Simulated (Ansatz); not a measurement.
Reaction (ligand exchange at the Si–C bond): `BC[SiH3]` + `[OH][Ga]([F])[F]` → `[F][Ga]([F])[O][SiH3]` + `BC`

Calculated with Ansatz (gas phase, PBE0-D4/def2-TZVP geometries, no zero-point term in ΔE). CBS: MP2 limit from def2 TZ/QZ plus the TZ coupled-cluster correction, frozen cores. This one scheme is used for every species. DFT in def2-TZVPP. For Ga outer-core shells are correlated without core-valence functions, which leaves a few kJ/mol of doubt a bond. Scalar relativity is left out up to krypton. Each species was taken in one conformer, which may not be the lowest.

```csv
level,ΔE (eV)
B97M-V,-0.86
PBE-QIDH,-0.83
PBE,-0.67
SCS-MP2/def2-TZVPP,-0.92
```

(1) What does CCSD(T)/CBS give? (Estimate.)

Largest T1 diagnostic among the species: 0.015.

Results:

(1) Computed: -0.85 eV. The listed levels differ from it by -0.01, 0.02, 0.18, -0.07 eV.

Leaving LDA and LC-ωPBE aside and taking each functional with its dispersion term where it has one, the values, not all of them listed here, spread over 0.35 eV, from BHLYP-D4 to revPBE-D4. LDA lies +0.04 eV from PBE without D4. In def2-TZVPP, CCSD(T) changes the Hartree–Fock value by +0.30 eV (the triples alone add +0.04 eV) and MP2 by +0.30 eV. From PBE to PBE0 (25 % exact exchange), in def2-TZVPP and without D4, ΔE moves by −0.08 eV.
